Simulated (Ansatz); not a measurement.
Ansatz results at the PBE0-D4/def2-TZVP geometry: HOMO–LUMO gap (ωB97M-V/def2-TZVPP) 10.39 eV; HOMO–LUMO gap (B3LYP/def2-TZVPP) 5.57 eV; LUMO energy (PBE/def2-TZVPP) -4.03 eV.

Each molecule was computed in one conformer, which needn't be the lowest.

**Question.** Which molecule gave them?
A. `[NH2][Ti]([OH])([F])[Cl]`
B. `C[O][Ti]([Cl])([Se]C)[N](C)C`
C. `O[Si](O)(O)[O][Ti]([Cl])([Cl])[Cl]`
D. `CC[O][Ti]([Cl])([O]CC)[O]CC`

**Answer.** C. The others give `C[O][Ti]([Cl])([Se]C)[N](C)C`: 8.86, 4.22, -2.63; `CC[O][Ti]([Cl])([O]CC)[O]CC`: 11.32, 6.36, -2.03; `[NH2][Ti]([OH])([F])[Cl]`: 10.47, 5.37, -3.19.

B3LYP here is the variant with VWN-RPA as its local correlation; programs differ in this.
